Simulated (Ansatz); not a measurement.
Molecule: C₃H₄O (charge 0, singlet). 
Structure (B3LYP-D3(BJ)/def2-TZVP (Ansatz, a first-principles code) minimum search):
```
C
H 1 1.0839
H 1 1.0839 2 114.69
C 1 1.4653 2 118.84 3 149.21
O 4 1.1941 1 147.60 2 -73.96
C 4 1.4653 5 147.60 1 180.00
H 6 1.0839 4 118.84 5 -73.96
H 6 1.0839 7 114.69 4 -149.21
```

Dipole moments at this geometry, in debye (magnitudes).

| level | program | dipole (D) |
|---|---|---|
| SVWN5/def2-TZVPD | Ansatz | 2.96 |
| B97M-V/def2-TZVPD | Ansatz | 2.92 |
| PBE0/def2-TZVPD | Ansatz | 3.02 |
| HSE06/def2-TZVPD | Ansatz | (withheld) |
| CAM-B3LYP/def2-TZVPD | Ansatz | 3.10 |
| CCSD(T)/aug-cc-pVDZ | Ansatz | (withheld) |

Q: Some entries are withheld; supply them.

A: 
- HSE06/def2-TZVPD, dipole (D): 3.01
- CCSD(T)/aug-cc-pVDZ, dipole (D): 2.87

Measured: 2.67 D (NIST CCCBDB, as tabulated in the package chemicals), a vibrational average. This is an older compilation, not checked against later work.
